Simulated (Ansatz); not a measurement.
CH2NOSi (SMILES O=C=N[SiH2]): the vertical energy of the quartet above the doublet from total energies

CH2NOSi has 6 atoms, charge 0, and is taken as a doublet. SMILES: `O=C=N[SiH2]`. The coordinates come from a PBE0-D4/def2-TZVP relaxation.

Both states at this one shape; open shells run unrestricted unless said. 1 Eh = 27.2114 eV.

| level | program | doublet CH2NOSi (Eh) | quartet CH2NOSi (Eh) |
| --- | --- | --- | --- |
| UB3LYP/6-311+G** | Ansatz | -458.841067 | -458.594026 |
| U-wB97X/6-311+G** | Ansatz | -458.761346 | -458.504759 |
| UCCSD/6-311+G**, 8 core orbitals frozen | Ansatz | -457.916088 | -457.652529 |

Task: Work out the vertical gap, second state less first, at each level.

Result: 
1. UB3LYP/6-311+G**: -458.594026 − (-458.841067) = 0.247041 Eh = 6.72 eV.
2. U-wB97X/6-311+G**: -458.504759 − (-458.761346) = 0.256587 Eh = 6.98 eV.
3. UCCSD/6-311+G**: -457.652529 − (-457.916088) = 0.263559 Eh = 7.17 eV.

No measured value is set beside it here; the levels span 6.72 to 7.17 eV.
